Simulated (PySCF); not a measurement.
Bonds (- single, = double, # triple, : aromatic): C1=C2 1.310 Å, C2-C3 1.480 Å, C3-C4 1.374 Å, C4#N5 1.150 Å, C3=C6 1.342 Å, C6-O7 1.330 Å, O7-C8 1.357 Å, C8=O9 1.186 Å, C6-C2 1.430 Å. C1 carries H10, H11; C8 carries H12. H10 is cis to C3; H11 is trans to C3.

Computational details: GFN2-xTB geometry, shielding tensors at PBE0/pcSseg-1 (GIAO), in PySCF (non-relativistic Hamiltonian, isolated molecule, one conformer).

Task: Predict the 2D correlation tables (HSQC, COSY, HMBC).

Result: 

HSQC (one-bond C–H):
```
        δH          δC
8.17 (H12)  159.9 (C8)
4.54 (H11)   72.1 (C1)
4.37 (H10)   72.1 (C1)
```

COSY cross peaks (H two or three bonds apart, from the bond graph; peaks can be absent where the dihedral angle is near 90°):
```
        δH          δH
4.54 (H11)  4.37 (H10)
```

HMBC (two and three bonds, from the bond graph):
```
        δH                                 δC
8.17 (H12)                         150.5 (C6)
4.54 (H11)  150.5 (C6), 118.8 (C2), 98.1 (C3)
4.37 (H10)  150.5 (C6), 118.8 (C2), 98.1 (C3)
```

Scale: TMS for $^{1}$H (σ = 31.72 ppm) and $^{13}$C (σ = 186.93 ppm) (reference shieldings calculated alike).

Shifts are as computed. Against solution values, carbons near 30 ppm lie about +3 ppm off and those near 130 ppm about +5 ppm. Of 1211 compounds with measured shifts, 218 miss one by over three times the rms of a fit or turn the order of signals round; such compounds aren't used in these exercises.
